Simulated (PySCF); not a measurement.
**Ni (nickel, neutral) across methods**

[Ar] 3d8 4s1 4p1, one real determinant (an excited configuration). Calculation: PySCF 2.14, in aug-cc-pVDZ (7s6p4d2f, 59 functions); no relativity, point nucleus.

```json
{"method": "LDA", "E (hartree)": "-1505.470", "mean ε 3d β (eV)": "-9.855", "mean ε 4s α (eV)": "-7.385", "mean ε 4p α (eV)": "-2.599", "Σ⟨r²⟩ (bohr²)": "42.75", "⟨S²⟩": "6.000"}
{"method": "B97-3", "E (hartree)": "-1508.014", "mean ε 3d β (eV)": "-12.539", "mean ε 4s α (eV)": "-7.925", "mean ε 4p α (eV)": "-3.202", "Σ⟨r²⟩ (bohr²)": "42.88", "⟨S²⟩": "6.001"}
{"method": "revPBE", "E (hartree)": "-1508.063", "mean ε 3d β (eV)": "-9.735", "mean ε 4s α (eV)": "-7.126", "mean ε 4p α (eV)": "-2.568", "Σ⟨r²⟩ (bohr²)": "43.11", "⟨S²⟩": "6.000"}
{"method": "PBE0", "E (hartree)": "-1507.942", "mean ε 3d β (eV)": "-12.280", "mean ε 4s α (eV)": "-8.075", "mean ε 4p α (eV)": "-3.292", "Σ⟨r²⟩ (bohr²)": "42.61", "⟨S²⟩": "6.000"}
{"method": "M06", "E (hartree)": "-1508.086", "mean ε 3d β (eV)": "-12.278", "mean ε 4s α (eV)": "-8.029", "mean ε 4p α (eV)": "-3.001", "Σ⟨r²⟩ (bohr²)": "43.29", "⟨S²⟩": "6.002"}
{"method": "r2SCAN", "E (hartree)": "-1508.164", "mean ε 3d β (eV)": "-10.127", "mean ε 4s α (eV)": "-7.444", "mean ε 4p α (eV)": "-2.740", "Σ⟨r²⟩ (bohr²)": "41.94", "⟨S²⟩": "6.001"}
{"method": "UHF", "E (hartree)": "-1506.80198", "mean ε 3d β (eV)": "-19.183", "mean ε 4s α (eV)": "-10.294", "mean ε 4p α (eV)": "-5.199", "Σ⟨r²⟩ (bohr²)": "43.16", "⟨S²⟩": "6.002"}
{"method": "LC-wPBE", "E (hartree)": "-1507.962", "mean ε 3d β (eV)": "-14.848", "mean ε 4s α (eV)": "-10.706", "mean ε 4p α (eV)": "-5.460", "Σ⟨r²⟩ (bohr²)": "41.58", "⟨S²⟩": "6.000"}
```

Problem. Estimate the same row for PBE.

Solution. E (hartree) = -1507.912; mean ε 3d β (eV) = -9.782; mean ε 4s α (eV) = -7.190; mean ε 4p α (eV) = -2.578; Σ⟨r²⟩ (bohr²) = 43.08; ⟨S²⟩ = 6.000.

⟨L²⟩ = 14.01 against 20 for a pure G term, so this real determinant mixes terms.
